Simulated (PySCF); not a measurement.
CHCl2, SMILES Cl[CH]Cl, multiplicity 2. Geometry: PBE0-D3(BJ)/def2-TZVP. The isomer is the one that the SMILES or the coordinates give; other isomers of the formula were not compared.

Computed equilibrium geometry at PBE0-D3(BJ)/def2-TZVP (PySCF confirms it by a frequency run) as bond lengths and angles, and its point group:
point group Cs.
Atoms: Cl1 C2 Cl3 H4. Bonded distances (Å): Cl1–C2 1.690, C2–Cl3 1.690, C2–H4 1.080. Bond angles (°): Cl1–C2–Cl3 119.6, Cl1–C2–H4 117.7, Cl3–C2–H4 117.7.
Charge 0, spin multiplicity 2.
